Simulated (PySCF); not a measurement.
TiF3, SMILES [F][Ti+]([F])[F], charge +1, multiplicity 1.

Geometry: PBE0-D3(BJ)/def2-SVP. The multiplicity is an assumed one; other spin states were not compared. The isomer is the one that the SMILES or the coordinates give; other isomers of the formula were not compared.

Two levels are set side by side: TDA-PBE/def2-SVPD (PySCF) and TDA-M06-2X/def2-SVPD (PySCF). Vertical, same geometry. The lowest singlet is HOMO→LUMO 100 % with PBE and HOMO→LUMO 94 % with the other functional; states are paired by order. Differences are taken from unrounded values.

```tsv
quantity	TDA-M06-2X
lowest singlet excitation (eV)	6.78
lowest triplet excitation (TDA) (eV)	6.65
```

Q: What does TDA-PBE give, and how far is it from TDA-M06-2X? (The exact figures need the calculation; the answer reports its results.)

A: 
| quantity | TDA-PBE | TDA-PBE minus TDA-M06-2X |
|---|---|---|
| lowest singlet excitation (eV) | 5.24 | -1.54 |
| lowest triplet excitation (TDA) (eV) | 5.16 | -1.50 |

A lower first singlet is the usual sign of a functional without exact exchange. Differences between two approximate levels are no errors against the true value.

Rough cost on one machine, each run with all the roots and properties that it gave: TDA-M06-2X against TDA-PBE about 9 times.
